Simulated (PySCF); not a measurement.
## Exercise with solution: refractive index and permittivity of the vapour

C2H8F2Si2, SMILES FC(F)C([SiH3])[SiH3].

The structure is a stationary point at B3LYP-D3(BJ)/def2-SVP. The structure was generated by enumeration, and PubChem lists no compound with its InChIKey, so it may never have been made. The values are those of a single conformer.

PySCF with PBE/def2-TZVP gives a mean static polarisability of 81.7 bohr³ and a dipole moment of 1.81 D. Take an ideal gas at 298.15 K and 1 bar, whether or not the substance is that volatile.

### Question
Work out n − 1 in the optical limit and the static ε − 1.

### Answer

Polarisability volume α' = 81.7 × 0.148185 = 12.11 Å³. Number density N = p/kT = 2.43e-5 Å⁻³.
Dilute limit of Lorentz–Lorenz: n − 1 = 2π N α' = 0.0018.
Orientation term of Debye: μ²/(3kT) = 8.098 Å³ × μ²(D²) = 26.53 Å³.
ε − 1 = 4π N (α' + μ²/3kT) = 0.012. Orientation of the dipole supplies 69 % of the static response; it can't follow optical fields. Vibrational polarisation and dispersion are left out.
